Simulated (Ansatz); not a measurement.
Compare A (`FC1(F)C=CC1(F)F`) with its isomer B (`FC1=C(F)[C@@H](F)[C@@H]1F`).

Isolated molecules relaxed with PBE0-D4/def2-TZVP in Ansatz; ΔE leaves out vibrations. CCSD(T)/CBS adds triple-zeta CCSD(T) − MP2 to the extrapolated MP2 energy (def2 sets, frozen cores). Functionals use def2-TZVPP. B3LYP here is the variant with VWN-RPA as its local correlation; programs differ in this.

A:

Z-matrix (Å, degrees):
```
C
F 1 1.344
C 1 1.502 2 116.4
C 1 1.565 2 115.1 3 -98.0
F 1 1.344 2 107.3 3 132.4
C 3 1.335 1 94.4 2 -116.0
H 3 1.081 1 131.4 2 64.1
F 4 1.344 1 115.1 2 -125.7
F 4 1.344 1 115.2 2 -0.0
H 6 1.081 3 134.2 1 -180.0
```

B:

Z-matrix (Å, degrees):
```
C
F 1 1.371
C 1 1.555 2 115.0
C 1 1.491 2 115.4 3 97.4
H 1 1.092 2 108.7 3 -128.2
C 3 1.491 1 85.7 2 118.7
F 3 1.371 1 115.0 2 -125.2
H 3 1.092 1 113.3 2 0.6
F 4 1.308 1 130.3 2 60.3
F 6 1.308 3 130.3 1 175.9
```

Q: Which is lower in electronic energy at CCSD(T)/CBS, and by how much? (Estimate.)

A: Computed: A, by 15.4 kcal/mol.

Q: Give E(B) − E(A) in kcal/mol with B2PLYP, PBE-D4, r2SCAN-D4, BLYP-D4, LDA (SPW92), B3LYP, ωB97M-V. (Best estimate.)

A: Ansatz gave: B2PLYP 13.7, PBE-D4 10.9, r2SCAN-D4 14.1, BLYP-D4 11.5, LDA (SPW92) 12.0, B3LYP 12.4, ωB97M-V 15.3. None reverses the order clearly.

Q: Does the order hold for the free energy at 298.15 K (harmonic terms from PBE0-D4)? (An estimate is asked.)

A: Computed: Yes: G(B) − G(A) = +15.7 kcal/mol.

Largest T1 diagnostic: 0.012.

At CCSD(T), def2-SVP lies +2.4 kcal/mol from the extrapolated value and def2-TZVPP −0.2 kcal/mol. Leaving LDA and LC-ωPBE aside and taking each functional with its dispersion term where it has one, the values, not all of them listed here, spread over 4.4 kcal/mol, from revPBE-D4 to ωB97M-V. LDA lies +1.4 kcal/mol from PBE without D4.
